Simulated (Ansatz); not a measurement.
Isolated molecules relaxed with PBE0-D4/def2-TZVP in Ansatz; ΔE leaves out vibrations. CCSD(T)/CBS is the MP2 limit (def2-TZVPP, def2-QZVPP) plus CCSD(T) − MP2 in def2-TZVPP, frozen cores. DFT in def2-TZVPP. One conformer a species, not always the lowest.

`C/C(Cl)=N\[SiH3]` + `CC[Si]O` → `CC[Si]O[SiH3]` + `CC(=N)Cl`  (ligand exchange at the Si–N bond)

```csv
level,ΔE (kcal/mol),difference from CCSD(T)/CBS
revPBE-D4,-12.3,2.7
r2SCAN-D4,-13.7,1.3
B97M-V,-14.5,0.5
PBE0-D4,-13.1,1.9
r2SCAN0-D4,-14.2,0.8
ωB97X-V,-14.6,0.4
BHLYP,-15.4,-0.4
HF/def2-SVP,-18.0,-3.0
SCS-MP2/def2-TZVPP,-15.6,-0.6
CCSD(T)/def2-TZVPP,-15.3,-0.3
CCSD(T)/CBS,-15.0,0
```

Largest T1 diagnostic among the species: 0.013.

Leaving LDA and LC-ωPBE aside and taking each functional with its dispersion term where it has one, the values, not all of them listed here, spread over 4.1 kcal/mol, from BHLYP-D4 to PBE-D4. LDA lies +1.1 kcal/mol from PBE without D4. At CCSD(T), def2-SVP lies −1.2 kcal/mol from the extrapolated value and def2-TZVPP −0.3 kcal/mol.
